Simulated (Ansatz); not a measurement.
Born–Oppenheimer molecular dynamics of ClFGe₂H₆ (10 atoms, charge 0, multiplicity 1). It starts at the highest image of a converged band. Of that band: Neighbouring images differ by up to 1.6 eV, so the band resolves the path poorly. A vibrational analysis at the climbing image gives one clearly imaginary mode, 876i cm⁻¹: a first-order saddle point.

These are results of RKS B3LYP-D4/def2-SVP in Ansatz 0.2.0, not measurements.

```
ensemble                      : NVE (velocity Verlet)
time step                     : 0.5 fs
steps asked                   : 200
starting velocities drawn for : 300 K
seed                          : 7179
```

First frame:

```xyz
10
Properties=species:S:1:pos:R:3
Ge -0.380 0.032 0.055
Ge 0.017 -0.002 2.785
H -1.089 -0.113 3.853
H 0.950 -1.217 2.814
H 0.750 1.341 2.874
F 1.387 0.169 0.294
H -0.713 1.390 -0.550
H -0.492 -1.330 -0.618
Cl -2.901 -0.191 0.763
H -1.334 -0.081 1.558
```

(1) How far do the bonds stretch over the last three quarters of this one trajectory? (Pairs bonded in most of those frames.)

Answers

(1) 
| bond | mean (Å) | spread (Å) | shortest | longest |
| --- | --- | --- | --- | --- |
| Ge1–Ge2 | 2.380 | 0.134 | 2.22 | 2.66 |
| Ge1–F6 | 1.797 | 0.052 | 1.70 | 1.87 |
| Ge1–H7 | 1.542 | 0.011 | 1.53 | 1.56 |
| Ge1–H8 | 1.545 | 0.010 | 1.53 | 1.56 |
| Ge2–H3 | 1.548 | 0.036 | 1.49 | 1.61 |
| Ge2–H4 | 1.543 | 0.022 | 1.51 | 1.58 |
| Ge2–H5 | 1.541 | 0.012 | 1.52 | 1.56 |
| Cl9–H10 | 1.334 | 0.102 | 1.17 | 1.47 |

Pairs bonded in part of these frames only: Ge1–Cl9 13 %.

Mean temperature of the second half: 1298 K. The conserved energy stayed within 0.4 meV per atom of its start (net change -0.22 meV per atom), so the integration is sound. The kinetic energy rose, since the run started high on the potential surface and went downhill. It ends in pieces (ClH + FGe2H5), so much of that is their flight and rotation, not heat. A run of 0.1 ps of so small a system gives no equilibrium averages. The orbitals stay closed-shell, which can raise the energy where a bond breaks towards radicals; this wasn't checked here.

Run time: 9.4 min on 4 threads of Arm Neoverse V1, with other jobs on the host, peak memory 0.37 GiB.
